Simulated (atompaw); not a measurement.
Which change was made? (Se, PAW (atompaw))

```json
{
  "Element": "Se",
  "Generator": "atompaw 4.2.0.5",
  "Type": "PAW",
  "Functional": "PBE",
  "Relativity": "scalar-relativistic",
  "Frozen core": "[Ar] 3d10",
  "Valence charge": "6",
  "Reference configuration": "4s2 4p2 (charge +2)",
  "Partial waves": "4s (bound): rc 1.45 bohr; 4s channel at -2.15 Ry: rc 1.45 bohr; 4p (bound): rc 1.45 bohr; 4p channel at -0.2 Ry: rc 1.45 bohr; 4d channel at -0.15 Ry: rc 1.45 bohr; 4d channel at 1.2 Ry: rc 1.45 bohr",
  "Local potential": "troulliermartins scheme with l = 3 at 0 Ry, radius 1.40 bohr",
  "Core correction": "smooth core density matched at 1.30 bohr",
  "Augmentation charge": "besselshape compensation charge, radius 1.15 bohr; PAW radius 1.45 bohr; waves and projectors: custom polynom2 7 10 vanderbiltortho"
}
```

Cutoffs, loose and tight: the cutoffs (Ry, on a coarse ladder) from which the occupation-weighted sum of valence levels, in a spherical-Bessel basis at the reference potential, stays within 10 and 1 mRy of its value at 400 Ry. They see the waves, projectors and local potential, not the compensation charge or the core.

The base gives: outcome: generated; cutoff, loose: 21 Ry; cutoff, tight: 30 Ry; bound ghosts: s, p, d.

(1) After one change the result is: outcome: generated; cutoff, loose: 21 Ry; cutoff, tight: 60 Ry; bound ghosts: d, s. Which change was it?
A. augmentation besselshape compensation charge, radius 1.15 bohr; PAW radius 1.45 bohr; waves and projectors: custom rrkj vanderbiltortho
B. functional PBEsol; removed wave 4d channel at 1.2 Ry: rc 1.45 bohr
C. wave 4s channel at -2.15 Ry: rc 1.45 bohr becomes 4s channel at -2.15 Ry: rc 1.16 bohr

Results:

(1) A. The others give: wave 4s channel at -2.15 Ry: rc 1.45 bohr becomes 4s channel at -2.15 Ry: rc 1.16 bohr → outcome: failed: atompaw: The overlap operator has at least one negative eigenvalue! | functional PBEsol; removed wave 4d channel at 1.2 Ry: rc 1.45 bohr → outcome: generated; cutoff, loose: 21 Ry; cutoff, tight: 30 Ry; bound ghosts: s, p.
